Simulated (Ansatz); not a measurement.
Start from `CB/C=C/Br` and change one atom or group (the configuration at the double bond changes too) to get `[GeH3]/[CH]=C\Br`.

Ansatz, PBE0-D4/def2-TZVP geometries, multiplicity 1. Each molecule was computed in one conformer, which needn't be the lowest.

Scalar relativity is left out up to krypton.

```
                             property  `CB/C=C/Br`
  HOMO–LUMO gap (PBE/def2-TZVPP) / eV         3.76
HOMO–LUMO gap (B3LYP/def2-TZVPP) / eV         5.31
    HOMO energy (PBE/def2-TZVPP) / eV        -6.68
  HOMO energy (B3LYP/def2-TZVPP) / eV        -7.51
 HOMO–LUMO gap (PBE0/def2-TZVPP) / eV         5.72
   LUMO energy (PBE0/def2-TZVPP) / eV        -2.02
```

Problem. Give the same properties after the change, and the shifts. (An estimate is asked.)

Solution. The calculation gave: 
| property | `[GeH3]/[CH]=C\Br` | shift |
| --- | --- | --- |
| HOMO–LUMO gap (PBE/def2-TZVPP) / eV | 4.69 | 0.93 |
| HOMO–LUMO gap (B3LYP/def2-TZVPP) / eV | 6.31 | 1.00 |
| HOMO energy (PBE/def2-TZVPP) / eV | -6.38 | 0.30 |
| HOMO energy (B3LYP/def2-TZVPP) / eV | -7.27 | 0.24 |
| HOMO–LUMO gap (PBE0/def2-TZVPP) / eV | 6.75 | 1.03 |
| LUMO energy (PBE0/def2-TZVPP) / eV | -0.76 | 1.26 |

With PBE0 the HOMO rises by 0.23 eV and the LUMO rises by 1.26 eV, so the gap widens by about 1.03 eV. PBE moves the HOMO by 0.30 eV and ωB97M-V by 0.18 eV.

B3LYP here is the variant with VWN-RPA as its local correlation; programs differ in this.

Spin–orbit coupling is left out; it splits and shifts lone-pair levels of the heavy atoms by tenths of an eV.
